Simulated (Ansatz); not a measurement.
Cartesian coordinates (Å):
```xyz
10

In     0.0200     0.1476     0.2494
H      0.5890     1.4595    -0.7514
H     -1.6657     0.1083     0.6869
H      1.1782    -0.8205     1.1066
C      0.6042    -1.4032    -2.6494
O     -0.3273    -1.3409    -1.5851
H      0.3838    -2.2523    -3.3158
H      1.5948    -1.5597    -2.2027
H      0.6275    -0.4682    -3.2332
H     -1.2229    -1.2475    -1.9300
```
Charge 0, spin multiplicity 1.

Method: frozen-core CCSD(T)/def2-TZVPP // PBE0-D4/def2-SVP (Ansatz, a quantum-chemistry and plane-wave program).

The HF energy is -306.02577 Ha and the MP2 correlation energy comes out as -0.73796 Ha.

Estimate the CCSD correlation energy, the (T) correction, the total energy and the T1 diagnostic.


CCSD correlation energy: -0.76860 Ha
(T) correction: -0.02299 Ha
CCSD(T) total energy: -306.81735 Ha
T1 diagnostic: 0.013
